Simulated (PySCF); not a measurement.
A calculated (B3LYP, PySCF 2.14, aug-cc-pwCVTZ-DK with one added diffuse shell each of s, p, d, f, g type, the spin-free X2C one-electron Hamiltonian (Gaussian nucleus)) atom or ion has these occupied shells.

```
shell  electrons  orbital energy (eV)  rms radius, mean of both spins (bohr)
 1s α          1              -4438.4                                 0.0844
 1s β          1              -4438.3                                 0.0844
 2s α          1              -499.16                                  0.373
 2s β          1              -499.05                                  0.373
 2p α          3              -411.08                                  0.342
 2p β          3              -410.98                                  0.342
 3s α          1              -71.955                                   1.14
 3s β          1              -71.679                                   1.14
 3p α          3              -49.004                                   1.24
 3p β          3              -48.778                                   1.24
 4s α          1              -13.029                                   3.30
 4p α          1               -9.012                                   3.91
```

(1) Name the element and its charge.

Answers

(1) Sc+ (scandium, charge +1), in [Ar] 4s1 4p1, high-spin 3P determinant (an excited configuration).
